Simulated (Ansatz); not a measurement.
Two isomers of C2H9BOSi: A = `CB(C)O[SiH3]`, B = `CCBO[SiH3]`.

Isolated molecules relaxed with PBE0-D4/def2-TZVP in Ansatz; ΔE leaves out vibrations. CCSD(T)/CBS adds triple-zeta CCSD(T) − MP2 to the extrapolated MP2 energy (def2 sets, frozen cores). Functionals use def2-TZVPP. B3LYP here is the variant with VWN-RPA as its local correlation; programs differ in this. One conformer a species, not always the lowest.

Q: Which is lower in electronic energy at CCSD(T)/CBS, and by how much? (Estimate.)

A: Ansatz gave: A, by 57.8 kJ/mol.

Q: Give E(B) − E(A) in kJ/mol with MP2/def2-TZVPP, LDA (SPW92), B3LYP-D4, B2PLYP, r2SCAN-D4, PBE0-D4, CCSD/def2-TZVPP. (An estimate is asked.)

A: Ansatz gave: MP2/def2-TZVPP 58.3, LDA (SPW92) 62.9, B3LYP-D4 59.3, B2PLYP 56.3, r2SCAN-D4 63.8, PBE0-D4 60.2, CCSD/def2-TZVPP 56.3. None reverses the order clearly.

Q: Does the order hold for the free energy at 298.15 K (harmonic terms from PBE0-D4)? (Best estimate.)

A: The calculation gave: Yes: G(B) − G(A) = +61.3 kJ/mol, for one conformer each. Modes under 60 cm⁻¹, often nearly free rotors, make the harmonic entropy too high.

Largest T1 diagnostic: 0.011.

At CCSD(T), def2-SVP lies −6.7 kJ/mol from the extrapolated value and def2-TZVPP −0.6 kJ/mol. In def2-TZVPP, CCSD(T) changes the Hartree–Fock value by +6.9 kJ/mol (the triples alone add +0.9 kJ/mol) and MP2 by +8.0 kJ/mol.
